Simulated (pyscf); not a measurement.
•H₂Si–AsH₂ → H₃Si–AsH•, a hydrogen shift (doublet surface; As–H broken, H–Si formed). Single points on ωB97X-D3(BJ)/def2-SVP structures (PySCF, gas phase). Correlated levels are frozen-core, on RHF or UHF. ΔMP2 is the change of the MP2 total energy from the triple- to the quadruple-zeta basis. Energies in eV from the reactant's lowest minimum found.

Small-basis levels: PySCF, no dispersion term, spherical d functions. Open shells are spin-unrestricted. 

Q: In single points SVWN5/6-31G*+LANL2DZ puts the saddle at 0.76 eV and the reaction energy at -0.62 eV. Should these be trusted to within a few kcal/mol? Compare with CCSD(T)/def2-TZVPP + ΔMP2(QZVPP).

A: CCSD(T)/def2-TZVPP + ΔMP2(QZVPP) gives ΔE‡ = 0.97 eV and ΔE = -0.63 eV. SVWN5/6-31G*+LANL2DZ lies 0.21 eV under it in the barrier and 0.01 eV over it in the reaction energy, so on this step it does not hold to within 0.13 eV. CCSD(T)/def2-TZVPP + ΔMP2(QZVPP) has limits of its own. On the reactant side the descent ends in a point that may be a rotor saddle (no frequency run), 0.06 eV over the lowest minimum found and 0.99 eV under the saddle at ωB97X-D3(BJ)/def2-TZVP. At ωB97X-D3(BJ)/def2-TZVP the barrier from the zero used here is 1.06 eV. This is the saddle that the search found; another between the same sides may lie lower. The CCSD(T) − MP2 part came from Ansatz, without density fitting, on the same reference. The frozen core leaves the outer d or s,p core shells of the metals and heavy elements correlated in the MP2 and CC values, and def2-TZVPP describes them poorly, which can shift differences by a few kcal/mol. In the def2 sets elements up to Kr have no core potential.
